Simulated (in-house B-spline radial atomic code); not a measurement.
**Tl V (Tl4+): [He] 2s2 (2p1/2)2 (2p3/2)3 3s2 3p6 3d10 4s2 4p6 4d10 4f14 5s2 5p6 5d10 (with a hole in an inner shell)**

Level of theory: Dirac-Hartree-Fock, average of the jj configuration, Fermi nucleus of rms radius 5.4759 fm; calculated with a B-spline radial code for spherical atoms.

Effective charges: Z_r = [3n² - l(l+1)]/(2<r>) from the radius, Z_e = n√(-2ε) from the energy, and Slater's rules. Values are occupation-weighted means over j. An effective charge above Z reflects the relativistic contraction of the inner shells.

```
shell  electrons   ε (eV)  <r> (bohr)    Z_r    Z_e  Slater
   1s          2   -86503     0.01631  91.95  79.74   80.70
   2s          2   -15730      0.0678  88.49  68.00   77.20
   2p          5   -13881     0.06108  81.86  63.88   77.20
   3s          2  -3894.3      0.1753  76.99  50.75   70.60
   3p          6  -3293.1      0.1761  70.98  46.67   70.60
   3d         10  -2611.3      0.1604  65.48  41.56   60.85
   4s          2  -951.58      0.3872  61.99  33.45   54.25
   4p          6  -747.22      0.4096  56.15  29.64   54.25
   4d         10  -487.82      0.4303  48.80  23.95   42.85
   5s          2  -205.06       0.873  42.96  19.41   24.35
   4f         14  -201.66      0.4509  39.92  15.40   31.45
   5p          6  -145.29       0.983  37.13  16.34   24.35
   5d         10  -69.835       1.251  27.57  11.33   10.85
```

The least bound orbital is 5d5/2 at -68.66 eV, and it is also the most diffuse (<r> = 1.268 bohr). The part-filled 2p shell lies below the filled 5d shell in orbital energy.

For the 1s electron the small component carries 9.52 % of the norm, the zero-frequency Breit interaction raises the level by 323.4 eV, self-energy by 212.9 eV, and vacuum polarisation lowers it by 44.74 eV.
